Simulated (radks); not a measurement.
The numbers below are computed, except where a source is named.
Dispersion coefficients C6 (hartree bohr^6) between ground-configuration atoms and ions, from the Casimir-Polder integral (3/pi) of alpha_A(iw) alpha_B(iw). Level of theory: scalar-relativistic Kohn-Sham, exchange-only LDA, spin-polarised, spherical densities, finite nucleus; Fermi nuclear charge, rms radius of each element as measured or else 0.836 A^(1/3) + 0.57 fm (a radial shooting solver on a logarithmic mesh with Libxc functionals). Response by self-consistent Sternheimer equations with the Hartree and adiabatic exchange-only LDA kernel, the relativistic mass of each level held fixed and spin-orbit coupling left out. For heavy and open-shell atoms this level of theory can miss by tens of per cent.

| C6 | Cd | In+ | Sn2+ | Sb3+ | Te4+ | I5+ | Xe6+ | Cs7+ | Ba8+ |
|---|---|---|---|---|---|---|---|---|---|
| Cd | 439.2 |  |  |  |  |  |  |  |  |
| In+ | 262.8 | 162.8 |  |  |  |  |  |  |  |
| Sn2+ | 182.4 | 115.4 | 82.88 |  |  |  |  |  |  |
| Sb3+ | 135.9 | 87.31 | 63.29 | 48.67 |  |  |  |  |  |
| Te4+ | 105.8 | 68.74 | 50.20 | 38.82 | 31.11 |  |  |  |  |
| I5+ | 84.84 | 55.64 | 40.89 | 31.77 | 25.55 | 21.05 |  |  |  |
| Xe6+ | 69.53 | 45.96 | 33.96 | 26.49 | 21.37 | 17.66 | 14.85 |  |  |
| Cs7+ | 57.96 | 38.58 | 28.63 | 22.41 | 18.14 | 15.02 | 12.66 | 10.81 |  |
| Ba8+ | 48.97 | 32.80 | 24.44 | 19.19 | 15.57 | 12.92 | 10.91 | 9.336 | 8.075 |

Static polarisabilities (bohr^3): Cd ([Kr] 4d10 5s2) 48.55, In+ ([Kr] 4d10 5s2) 23.59, Sn2+ ([Kr] 4d10 5s2) 14.66, Sb3+ ([Kr] 4d10 5s2) 10.14, Te4+ ([Kr] 4d10 5s2) 7.465, I5+ ([Kr] 4d10 5s2) 5.725, Xe6+ ([Kr] 4d10 5s2) 4.522, Cs7+ ([Kr] 4d10 5s2) 3.652, Ba8+ ([Kr] 4d10 5s2) 3.002. The combination rule 2 Ca Cb / ((alpha_b/alpha_a) Ca + (alpha_a/alpha_b) Cb) gives 101.3 for Te4+-Cd, against 105.8 from the integral.
